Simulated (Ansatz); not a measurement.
Reaction (ligand exchange at the Si–S bond): `CS[SiH](O)F` + H–F → `O[SiH](F)F` + CH₃SH

Program: Ansatz. Geometries: PBE0-D4/def2-TZVP. ΔE: electronic, gas phase. CCSD(T)/CBS is the MP2 limit (def2-TZVPP, def2-QZVPP) plus CCSD(T) − MP2 in def2-TZVPP, frozen cores. This one scheme is used for every species. DFT in def2-TZVPP. B3LYP here is the variant with VWN-RPA as its local correlation; programs differ in this. One conformer a species, not always the lowest.

`CS[SiH](O)F`:

Cartesian coordinates in Å:
```
C 1.069 -0.624 1.336
S -0.682 -0.237 1.029
Si -0.524 0.618 -0.894
O -2.010 0.741 -1.543
F 0.430 -0.316 -1.771
H 1.111 -1.109 2.311
H 1.671 0.283 1.369
H 1.454 -1.304 0.579
H 0.078 1.962 -0.930
H -2.597 -0.015 -1.485
```

H–F:

Cartesian coordinates in Å:
```
F 0.249 -0.174 -0.346
H -0.249 0.174 0.346
```

`O[SiH](F)F`:

Z-matrix (Å, degrees):
```
Si
F 1 1.584
F 1 1.584 2 105.5
O 1 1.614 2 111.2 3 -120.7
H 1 1.463 2 110.2 3 118.9
H 4 0.958 1 120.9 2 58.5
```

CH₃SH:

Cartesian coordinates in Å:
```
C 0.477 0.105 -0.055
S -1.090 -0.677 -0.496
H 0.403 1.191 -0.078
H 1.197 -0.210 -0.810
H 0.829 -0.229 0.921
H -1.815 -0.180 0.518
```

Is it downhill or uphill in electronic energy at CCSD(T)/CBS, and by how much? (An estimate is asked.)

Ansatz gave: Downhill: ΔE = -93.8 kJ/mol.

What do these levels give: PBE-D4, PBE0-D4, B3LYP-D4, ωB97X-V, ωB97M-V, PBE, B3LYP, HF/def2-TZVPP, CCSD/def2-TZVPP, CCSD(T)/def2-TZVPP, HF/def2-QZVPP, CCSD/CBS(def2)? (An estimate is asked.)

Computed: PBE-D4 -80.3, PBE0-D4 -84.7, B3LYP-D4 -96.3, ωB97X-V -97.2, ωB97M-V -97.1, PBE -87.4, B3LYP -107.9, HF/def2-TZVPP -125.0, CCSD/def2-TZVPP -103.8, CCSD(T)/def2-TZVPP -98.7, HF/def2-QZVPP -127.5, CCSD/CBS(def2) -99.0 kJ/mol.

Largest T1 diagnostic among the species: 0.011.

In def2-TZVPP, CCSD(T) changes the Hartree–Fock value by +26.3 kJ/mol (the triples alone add +5.1 kJ/mol) and MP2 by +30.9 kJ/mol. From PBE to PBE0 (25 % exact exchange), in def2-TZVPP and without D4, ΔE moves by −3.6 kJ/mol. The D4 term adds +11.5 kJ/mol with B3LYP and +6.3 kJ/mol with PBE0; it sums over pairs of atoms, weighted by their polarisabilities, and B3LYP, whose exchange is more repulsive, gets the larger term.
